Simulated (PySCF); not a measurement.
GeH3, SMILES [GeH3+], charge +1. Atoms are numbered in the order given.

```xyz
4

Ge     0.0000     0.0000     0.0000
H      1.5243     0.0000     0.0000
H     -0.7622     1.3201     0.0000
H     -0.7622    -1.3201     0.0000
```
Charge +1, spin multiplicity 1.

Coordinates come from a B3LYP-D3(BJ)/def2-TZVPD optimisation.

Calculation: PBE0/def2-TZVPD (PySCF).

Computed frontier levels, gap, dipole moment and polarisability:
highest occupied level: -17.27 eV
lowest empty level: -10.05 eV
orbital gap: 7.22 eV
dipole moment about the centre of nuclear charge: 0.00 D
mean static polarisability: 22.7 bohr³ (3.36 Å³)
polarisability, principal values: 17.2, 25.4, 25.4 bohr³
